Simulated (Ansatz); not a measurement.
One change: `OC(F)[SiH](F)F` becomes `OC[SiH](F)F`.

Ansatz, PBE0-D4/def2-TZVP geometries, multiplicity 1. Each molecule was computed in one conformer, which needn't be the lowest.

| property | `OC(F)[SiH](F)F` |
| --- | --- |
| HOMO–LUMO gap (B3LYP/def2-TZVPP) / eV | 8.55 |
| LUMO energy (PBE0/def2-TZVPP) / eV | 0.17 |
| HOMO energy (PBE0/def2-TZVPP) / eV | -8.90 |
| HOMO energy (ωB97M-V/def2-TZVPP) / eV | -11.22 |
| size of the dipole moment (B3LYP/def2-TZVPP) / D | 1.95 |
| size of the dipole moment (ωB97M-V/def2-TZVPP) / D | 1.94 |

Task: What does the change do to each property? (Best estimate.)

Result: Ansatz gave: 
| property | `OC[SiH](F)F` | shift |
| --- | --- | --- |
| HOMO–LUMO gap (B3LYP/def2-TZVPP) / eV | 7.64 | -0.91 |
| LUMO energy (PBE0/def2-TZVPP) / eV | 0.19 | 0.02 |
| HOMO energy (PBE0/def2-TZVPP) / eV | -7.98 | 0.92 |
| HOMO energy (ωB97M-V/def2-TZVPP) / eV | -10.33 | 0.89 |
| size of the dipole moment (B3LYP/def2-TZVPP) / D | 2.07 | 0.12 |
| size of the dipole moment (ωB97M-V/def2-TZVPP) / D | 2.05 | 0.11 |

Dipoles are sizes alone; their direction can turn.

B3LYP here is the variant with VWN-RPA as its local correlation; programs differ in this.
